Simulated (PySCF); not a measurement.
Cl2H3OSiTi, charge +1, multiplicity 1.

```xyz
8

Ti    -0.5309    -0.5491     0.0000
Cl    -1.3532     0.3139     1.7559
Cl    -1.3532     0.3139    -1.7559
O      1.1318    -0.3501     0.0000
Si     2.8019     0.2278     0.0000
H      2.9058     1.0216    -1.2461
H      3.5957    -1.0225     0.0000
H      2.9058     1.0216     1.2461
```
Charge +1, spin multiplicity 1.

Coordinates come from a PBE0-D3(BJ)/def2-SVP optimisation. The spin state was assumed, not searched. The isomer is the one that the SMILES or the coordinates give; other isomers of the formula were not compared. Other conformers were not sampled.

Level of theory: HF/pcSseg-1 run with PySCF. Non-relativistic, no solvent.

Computed absolute GIAO shielding of each atom: isotropic value and principal components (ppm):
```
atom  σ(iso)      σ11     σ22     σ33    span
----  ------  -------  ------  ------  ------
Ti1   -172.3   -614.8   -84.5   182.6   797.4
Cl2    -60.3  -1050.8  -192.6  1062.5  2113.3
Cl3    -60.3  -1050.8  -192.6  1062.5  2113.3
O4    -336.6   -814.1  -551.5   355.6  1169.7
Si5    380.9    346.3   348.5   448.0   101.7
H6      26.4     24.2    25.4    29.7     5.5
H7      27.0     24.8    25.4    30.8     5.9
H8      26.4     24.2    25.4    29.7     5.5
```
